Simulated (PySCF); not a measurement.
A run that did not reach its result, on `C(BP)C[C@H](C)F` (driver script around PySCF, density fitting, GFN2-xTB geometry as the base; each input is a line of settings and coordinates in Å).

Command:
```bash
OMP_NUM_THREADS=1 python probes_run.py task.json out
```
Input:
```
{"job": {"kind": "uv", "xc": "SCAN", "basis": "IGLO-II", "nstates": 6, "ntriplets": 2, "tda": true, "grid": 0, "scf": {"max_cycle": 64}}, "charge": 0, "multiplicity": 1}
C      1.792274     0.730576    -0.261937
C      0.945724    -0.381221    -0.861558
F     -0.149788     0.197436    -1.493529
C      0.430360    -1.399882     0.154119
C     -0.529035    -0.764294     1.171565
B     -1.771765    -0.092462     0.451009
P     -2.311223     1.652592     0.840597
H      2.654236     0.305658     0.244080
H      2.136058     1.399781    -1.047103
H      1.206934     1.307547     0.448899
H      1.501866    -0.894199    -1.658766
H     -0.099160    -2.183912    -0.391076
H      1.289778    -1.849727     0.654997
H      0.028660    -0.078952     1.813770
H     -0.889940    -1.567447     1.820743
H     -2.477169    -0.757602    -0.206933
H     -1.096873     2.309868     0.858207
H     -2.669697     2.072559    -0.422658
```

Output:
```
NotImplementedError: meta-GGA kernel
```

The run took 27 s wall on one thread, Intel Xeon Platinum 8488C (x86_64), shared host, and the process peaked at 0.70 GiB of memory.

Problem. What went wrong, and what mends it?

Solution. SCAN is a meta-GGA, and the driver's response routines have no response kernel for that class; the run stopped after the SCF. Use a GGA or a hybrid of one here, or a program that has the terms. This is a limit of the driver, not of the theory.

The values belong to the conformer `[CH3:1][C@H:2]([F:3])[CH2:4][CH2:5][BH:6][PH2:7]`: C1–C2–C4–C5 64°, C2–C4–C5–B6 58°, C4–C5–B6–P7 -130°, H–P7–B6–C5 44°, H–P7–B6–C5 142°.
